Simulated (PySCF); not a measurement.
Polarisability and C₆ of Tl (thallium, neutral)

[Xe] 4f14 5d10 6s2 6p1, 2P determinant. Calculation: PySCF 2.14, in aug-cc-pwCVTZ-DK3; the spin-free X2C one-electron Hamiltonian (Gaussian nucleus). Coupled (time-dependent) response in atomic units; α is the mean over directions.

| method | mean α (bohr³) | α xx, yy, zz | C₆ (like pair) | S(−4) |
| --- | --- | --- | --- | --- |
| B3LYP | 80.01 | 56.32, 127.4, 56.32 | 830.7 | 5169 |

S(−4) is the Cauchy moment in α(ω) = α(0) + S(−4) ω² + …

Reference α: 50 ± 2 bohr³ (recommended; Schwerdtfeger and Nagle, table of static dipole polarizabilities (2023 update)). Published C₆: 509.0 (Gould and Bucko (2016)).

Spin-orbit coupling is absent.

α(iu) at B3LYP:

| u (hartree) | α(iu) (bohr³) |
| --- | --- |
| 0 | 80.01 |
| 0.0500 | 69.72 |
| 0.100 | 53.51 |
| 0.200 | 33.01 |
| 0.300 | 22.93 |
| 0.500 | 13.63 |
| 0.750 | 8.767 |
| 1.00 | 6.353 |
| 1.50 | 3.950 |
| 2.00 | 2.745 |
| 3.00 | 1.563 |
| 5.00 | 0.7022 |

The components differ because the open shell of this determinant is not spherical; for a pure term their mean is the scalar polarisability.

Spin-orbit coupling, absent here, splits the open shell strongly.
